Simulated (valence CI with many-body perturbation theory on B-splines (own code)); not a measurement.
**Ta XLIII: calculated level list**

Calculated by valence CI with perturbative core correlation (CI+MBPT): three valence electrons over a frozen Dirac-Fock core [Ar] 3d10, a basis of 11 s, 11 p, 10 d, 8 f, 5 g, 2 h functions for each j, with the one-electron correlation potential Σ1 (screened to all orders), the two-electron term Σ2, the three-electron term Σ3, Breit, model QED; selected single and double excitations, second order for the rest, scaled by the run's own slope (own B-spline code, finite nucleus).

The last digits are not significant, and no measured levels were compared; by estimate large intervals hold to a few tenths of a per cent, small ones and those within an open d or f shell to about a per cent.

Levels 91 to 135 of 193, with energies above the lowest level, (4s^2 4p1/2) J=1/2. "Leading %" is the weight of the configuration and term that name the level; weights of strongly mixed levels are sums over their largest components and can fall short. In the jj column 3d3/2^4 stands for four electrons in 3d with j = 3/2. Lifetimes count E1, E2, E3, M1 and M2 decay at the calculated energies, and are blank where another channel may lead or the interval is too uncertain; long ones can be off by a factor of two.

```
No.  Configuration  Term     J  E (eV)  Leading %  Lifetime                Leading jj
 91       4s 4p 4f    2D   3/2  619.16         41   1.12 ps     4s 4p3/2 4f5/2 (52 %)
 92         4s 4d2    2D   5/2  620.74         37   1.21 ps         4s 4d5/2^2 (66 %)
 93       4s 4p 4f    2G   9/2  621.46         42   1.94 ps     4s 4p3/2 4f7/2 (55 %)
 94       4s 4p 4f    2F   7/2  621.47         47   1.37 ps     4s 4p3/2 4f7/2 (69 %)
 95         4p2 4f   2F°   5/2  622.16         37   2.71 ps      4p1/2^2 4f5/2 (96 %)
 96         4p2 4d    2D   3/2  622.79         34    625 fs      4p3/2^2 4d3/2 (62 %)
 97         4s 4d2    2S   1/2  627.39         43    972 fs         4s 4d5/2^2 (40 %)
 98         4p2 4f   2F°   7/2  628.71         33   3.72 ps      4p1/2^2 4f7/2 (97 %)
 99       4s 4p 4f    2G   9/2  629.02         54   1.23 ps     4s 4p3/2 4f5/2 (31 %)
100       4s 4p 4f    2F   5/2  630.20         22    645 fs      4p3/2^2 4d3/2 (30 %)
101         4p2 4d    4P   1/2  631.52         34    613 fs      4p3/2^2 4d3/2 (53 %)
102       4s 4p 4f    2D   3/2  632.13         33   1.17 ps         4s 4d5/2^2 (40 %)
103       4s 4p 4f    2D   5/2  632.46         43   1.42 ps     4s 4p3/2 4f7/2 (57 %)
104       4s 4p 4f    2G   7/2  633.47         28   1.11 ps      4p3/2^2 4d5/2 (41 %)
105       4s 4p 4f    2G   7/2  642.30         27    540 fs     4s 4p3/2 4f5/2 (40 %)
106       4s 4p 4f    2D   3/2  642.95         26    596 fs      4p3/2^2 4d3/2 (45 %)
107       4s 4p 4f    2G   9/2  643.38         29    744 fs      4p3/2^2 4d5/2 (44 %)
108         4s 4d2    2S   1/2  645.70         28    803 fs      4p3/2^2 4d5/2 (52 %)
109         4s 4d2    2F   7/2  646.46         35    669 fs         4s 4d5/2^2 (40 %)
110         4p2 4d    2D   5/2  648.89         50    884 fs      4p3/2^2 4d5/2 (72 %)
111         4p2 4d    2P   3/2  659.05         32    624 fs      4p3/2^2 4d5/2 (71 %)
112         4p2 4d    2D   5/2  662.74         34    555 fs      4p3/2^2 4d5/2 (71 %)
113         4p 4d2   4G°   5/2  663.82         55   2.28 ps      4p1/2 4d3/2^2 (95 %)
114         4p 4d2   4D°   1/2  679.74         45   1.10 ps      4p1/2 4d3/2^2 (96 %)
115         4p 4d2   4F°   3/2  682.35         42    614 fs      4p1/2 4d3/2^2 (91 %)
116         4p 4d2   4G°   7/2  684.35         55   4.19 ps  4p1/2 4d3/2 4d5/2 (90 %)
117         4p 4d2   2D°   5/2  686.57         25   3.02 ps  4p1/2 4d3/2 4d5/2 (91 %)
118         4p 4d2   2H°   9/2  687.38         45   5.39 ps  4p1/2 4d3/2 4d5/2 (81 %)
119         4p 4d2   4D°   3/2  689.70         38   2.20 ps  4p1/2 4d3/2 4d5/2 (89 %)
120         4p 4d2   4P°   1/2  691.41         49   2.30 ps  4p1/2 4d3/2 4d5/2 (99 %)
121         4p 4d2   2F°   7/2  700.54         26   1.06 ps  4p1/2 4d3/2 4d5/2 (64 %)
122         4p 4d2   4F°   5/2  701.06         18    852 fs  4p1/2 4d3/2 4d5/2 (79 %)
123         4p 4d2   4D°   3/2  705.34         32    814 fs  4p1/2 4d3/2 4d5/2 (80 %)
124         4p2 4f   2G°   7/2  705.89         64   1.44 ps  4p1/2 4p3/2 4f5/2 (89 %)
125         4p 4d2   4D°   7/2  706.24         26   2.25 ps  4p1/2 4p3/2 4f7/2 (47 %)
126         4p2 4f   4G°   5/2  707.43         42   1.24 ps  4p1/2 4p3/2 4f5/2 (87 %)
127         4p2 4f   4G°   9/2  708.11         26   3.11 ps  4p1/2 4p3/2 4f7/2 (51 %)
128         4p2 4f   4F°   3/2  710.12         65   1.14 ps  4p1/2 4p3/2 4f5/2 (88 %)
129         4p2 4f   2H°   9/2  711.41         28   1.52 ps  4p1/2 4p3/2 4f5/2 (58 %)
130         4p2 4f   2F°   5/2  711.62         47   1.47 ps  4p1/2 4p3/2 4f5/2 (62 %)
131         4p2 4f   4F°   9/2  713.04         50   1.62 ps  4p1/2 4p3/2 4f7/2 (94 %)
132         4p2 4f   2H°  11/2  713.88         60   2.40 ps  4p1/2 4p3/2 4f7/2 (94 %)
133         4p2 4f   2D°   3/2  714.02         34   1.58 ps  4p1/2 4p3/2 4f5/2 (49 %)
134         4p2 4f   2F°   7/2  714.05         29   1.53 ps  4p1/2 4p3/2 4f7/2 (71 %)
135         4p2 4f   4D°   5/2  714.64         35   1.39 ps  4p1/2 4p3/2 4f7/2 (57 %)
```

Where two levels of one J and parity lie close, their mixing, g and order are uncertain.
